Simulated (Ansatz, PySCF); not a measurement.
Gas-phase reaction (SMILES): [F][Ga]([Br])[Br] + F (HF) -> [F][Ga]([F])[Br] + Br (HBr); hydrogen fluoride cleaves one Ga-Br bond, a model of a ligand-exchange step.

Geometries: B3LYP-D3(BJ)/def2-TZVP minima from Ansatz (a program for electronic structure). Valence correlation only, unless marked. No spin-orbit coupling. The frozen core is the preceding noble-gas configuration, with the filled d and f shells of earlier blocks. Non-relativistic. CBS marks a two-point X^-3 extrapolation of the correlation energy; Hartree-Fock from the larger set (for Q and 5 zeta extrapolated as (X+1)exp(-9√X)). Thermal terms are rigid-rotor harmonic-oscillator values from B3LYP-D3(BJ) frequencies (Ansatz or PySCF) at 298.15 K and 1 atm. 1 Eh = 627.5095 kcal/mol.

| species | E, CCSD(T)/CBS(cc-pVQZ,cc-pV5Z) (Ansatz) (Eh) | E, wB97X-V/def2-TZVPD (Ansatz) (Eh) | H - E (Eh) |
|---|---|---|---|
| [F][Ga]([Br])[Br] | -7168.68756 | -7172.53257 | 0.01062 |
| F (HF) | -100.39528 | -100.45520 | 0.01259 |
| [F][Ga]([F])[Br] | -4695.78485 | -4698.45012 | 0.01129 |
| Br (HBr) | -2573.28264 | -2574.52162 | 0.00927 |

Problem. Work out ΔE and ΔH at 298.15 K at the first level, then ΔH at the second.

Solution. 
1. ΔE = [(-4695.78485) + (-2573.28264)] - [(-7168.68756) + (-100.39528)] = 0.01535 Eh = 9.6 kcal/mol at CCSD(T)/CBS(cc-pVQZ,cc-pV5Z).
2. The terms H - E add up to -0.00265 Eh, so ΔH = (0.01535 + (-0.00265))×627.5095 = 8.0 kcal/mol.
3. At wB97X-V/def2-TZVPD the same steps give ΔE = 10.1 and ΔH = 8.4 kcal/mol, a shift of +0.4 from the first level.
4. These values are not checked against measurement here, since the tables used lack a sound gas-phase enthalpy of formation for at least one species.
